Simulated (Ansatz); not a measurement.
Born–Oppenheimer molecular dynamics of H$_{4}$O$_{4}$Si (9 atoms, charge 0, multiplicity 1). It starts from a relaxed structure.

All numbers below come from RKS B3LYP-D4/6-31G (Ansatz).

```
ensemble        : NVT, Nosé–Hoover chain
time step       : 0.25 fs
steps asked     : 300
set temperature : 500 K
thermostat      : time constant 50 fs, chain length 3
seed            : 780644
```

First frame:

```xyz
9
Properties=species:S:1:pos:R:3
Si -0.222 -0.214 0.086
O -0.305 -0.345 1.773
H -0.412 0.420 2.358
O 1.300 0.084 -0.595
H 1.928 -0.620 -0.815
O -1.176 1.125 -0.317
H -1.063 1.631 -1.135
O -0.705 -1.721 -0.516
H -1.349 -2.290 -0.066
```

Q: How far do the bonds stretch over the last three quarters of this one trajectory? (Pairs bonded in most of those frames.)

A: 
```csv
bond,mean (Å),spread (Å),shortest,longest
Si1–O2,1.706,0.030,1.65,1.74
Si1–O4,1.714,0.046,1.63,1.78
Si1–O6,1.695,0.030,1.65,1.75
Si1–O8,1.696,0.037,1.63,1.74
O2–H3,0.971,0.013,0.95,0.99
O4–H5,0.972,0.012,0.95,0.99
O6–H7,0.972,0.013,0.95,1.00
O8–H9,0.973,0.023,0.93,1.01
```

Mean temperature of the second half: 364 K. The conserved energy stayed within 0.052 meV per atom of its start (net change 0.012 meV per atom), so the integration is sound. The mean temperature of the second half is 27 % below the set value. A run of 0.075 ps of so small a system gives no equilibrium averages. Limits of this set-up: no polarisation functions.

The run took 14 min on 1 thread of Arm Neoverse V1, with other jobs on the host, peak memory 0.12 GiB.
